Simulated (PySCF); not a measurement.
GeH3NO (calculated)

Calculation on a computer-drawn molecule: optimised geometry and harmonic frequencies of an isolated molecule of the commonest isotopes, restricted reference for singlets and unrestricted otherwise, frozen core in MP2; on germanium a core potential holds 10 electrons, which the energies leave out, and 3d is frozen in MP2 and coupled-cluster steps. Program: PySCF 2.14.0.

### GeH3NO

Start structure:
```xyz
6
GeH3NO
N     -0.4399    -0.1232    -2.7347
Ge     0.3714     1.2781    -2.3109
O      1.0302     1.3897    -0.6928
H     -0.7772    -0.0810    -3.6866
H      0.7016     2.5766    -3.0422
H      1.4827     2.1943    -0.4859
```

It was run with charge 0, multiplicity 1, method MP2, basis cc-pVDZ and basis and core potential on germanium cc-pVDZ-PP ECP10MDF.

Drawn bonds:
```
atom  other atom  order
   1           2      2
   2           3      1
   1           4      1
   2           5      1
   3           6      1
```

## Withheld values
1. Estimate the rotational constants of GeH3NO.

## Answers
1. 23.14, 6.595, 5.133 GHz

Further results for GeH3NO:

* total energy: -424.8530 hartree
* convergence status largest gradient component: 2.632e-05 hartree/bohr

Optimised structure:
```xyz
6
GeH3NO
N     -0.4556    -0.1710    -2.7173
Ge     0.3716     1.2865    -2.3209
O      1.0313     1.3648    -0.6591
H     -0.7739    -0.0645    -3.6982
H      0.7164     2.6062    -3.0396
H      1.4791     2.2126    -0.5180
```

Modes:
```
frequency (cm⁻¹)  reduced mass (dalton)
           240.1                  5.613
           246.7                  1.105
           437.5                   1.17
             615                  1.078
           723.4                  1.139
           726.9                  6.329
           881.9                  4.367
           936.4                  1.327
           962.2                  1.111
            2136                  1.021
            3445                  1.074
            3851                  1.067
```
